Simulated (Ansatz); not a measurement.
Al₁₁N₁₁H₂₈⁺, a nanocrystal cut from wurtzite AlN (hydrogen-capped). Charge 1, multiplicity 2. Geometry PBE-D4/def2-SVP; atoms count from 1.

Cartesian coordinates in Å:
```
Al -1.635 -0.979 2.919
N -2.726 0.663 2.793
Al 0.616 -2.433 1.631
N 0.519 -3.315 -0.118
N -0.358 -0.812 1.478
Al -1.272 -0.707 -0.209
Al -2.210 1.948 1.411
N -2.253 0.968 -0.250
Al 1.052 -2.258 -1.682
N 0.042 -0.652 -1.621
Al -0.786 -0.588 -3.364
Al -1.770 2.139 -1.706
N -1.910 1.040 -3.316
N 2.520 -1.954 1.758
Al 0.757 0.701 1.790
N -0.324 2.301 1.624
Al 3.251 -0.751 0.392
N 2.911 -1.781 -1.243
N 2.017 0.703 0.320
Al 1.201 0.869 -1.436
Al 0.369 3.467 0.244
N 0.103 2.456 -1.385
H -2.628 -2.250 2.756
H -0.846 -0.875 4.349
H -3.718 0.403 2.658
H -2.729 1.133 3.714
H 0.192 -3.408 2.816
H -0.478 -3.568 -0.260
H 0.996 -4.232 -0.102
H -2.280 -1.952 -0.388
H -3.143 3.235 1.481
H -3.247 0.719 -0.407
H 0.974 -3.101 -3.030
H -1.791 -1.835 -3.636
H 0.346 -0.338 -4.505
H -2.658 3.456 -1.837
H -2.900 0.774 -3.453
H -1.702 1.612 -4.153
H 3.100 -2.804 1.856
H 2.639 -1.484 2.676
H 1.523 0.664 3.208
H -0.204 2.841 2.500
H 4.786 -0.410 0.611
H 3.517 -2.618 -1.290
H 3.249 -1.201 -2.035
H 2.597 1.559 0.425
H 2.349 0.938 -2.556
H -0.465 4.876 0.229
H 1.959 3.762 0.477
H 0.448 3.080 -2.137
```

Single mean-field runs in def2-TZVP are fitted with def2-universal-jkfit.

**Question.** Estimate the Mulliken populations of the heavy atoms from the PBE0/def2-TZVP orbitals of Ansatz.

**Answer.** 
| atom | charge (e) | spin (α − β) |
| --- | --- | --- |
| Al1 | 0.19 | 0.04 |
| N2 | -0.54 | 0.00 |
| Al3 | 0.27 | 0.00 |
| N4 | -0.51 | 0.00 |
| N5 | -0.18 | 0.01 |
| Al6 | 0.05 | 0.00 |
| Al7 | 0.29 | 0.00 |
| N8 | -0.40 | 0.00 |
| Al9 | 0.28 | 0.00 |
| N10 | -0.19 | 0.03 |
| Al11 | 0.19 | 0.04 |
| Al12 | 0.28 | 0.00 |
| N13 | -0.54 | 0.00 |
| N14 | -0.52 | 0.00 |
| Al15 | 0.11 | 0.00 |
| N16 | -0.39 | 0.03 |
| Al17 | 0.36 | 0.00 |
| N18 | -0.52 | 0.00 |
| N19 | -0.38 | 0.01 |
| Al20 | 0.13 | 0.00 |
| Al21 | 0.22 | 0.05 |
| N22 | -0.40 | 0.01 |
Mulliken values depend strongly on the basis.

**Question.** Where does the spin sit?

**Answer.** Summed by element: Al 0.15, N 0.08, H 0.77, of 1 unpaired in all. Largest on single atoms: H48 0.19, H24 0.13, H49 0.13.

**Question.** And the Mayer bond orders between heavy atoms (over 0.3)?

**Answer.** Al1–N2 0.71 (1.98 Å); Al1–N5 0.78 (1.93 Å); N2–Al7 0.79 (1.96 Å); Al3–N4 0.76 (1.96 Å); Al3–N5 0.86 (1.90 Å); Al3–N14 0.75 (1.97 Å); N4–Al9 0.75 (1.96 Å); N5–Al6 0.86 (1.92 Å); N5–Al15 0.85 (1.91 Å); Al6–N8 0.82 (1.94 Å); Al6–N10 0.85 (1.93 Å); Al7–N8 0.80 (1.93 Å); Al7–N16 0.79 (1.93 Å); N8–Al12 0.80 (1.93 Å); Al9–N10 0.86 (1.90 Å); Al9–N18 0.75 (1.97 Å); N10–Al11 0.79 (1.93 Å); N10–Al20 0.83 (1.92 Å); Al11–N13 0.71 (1.98 Å); Al12–N13 0.79 (1.95 Å); Al12–N22 0.79 (1.93 Å); N14–Al17 0.74 (1.96 Å); Al15–N16 0.82 (1.94 Å); Al15–N19 0.81 (1.94 Å); N16–Al21 0.78 (1.94 Å); Al17–N18 0.74 (1.96 Å); Al17–N19 0.84 (1.91 Å); N19–Al20 0.80 (1.94 Å); Al20–N22 0.83 (1.93 Å); Al21–N22 0.78 (1.94 Å).
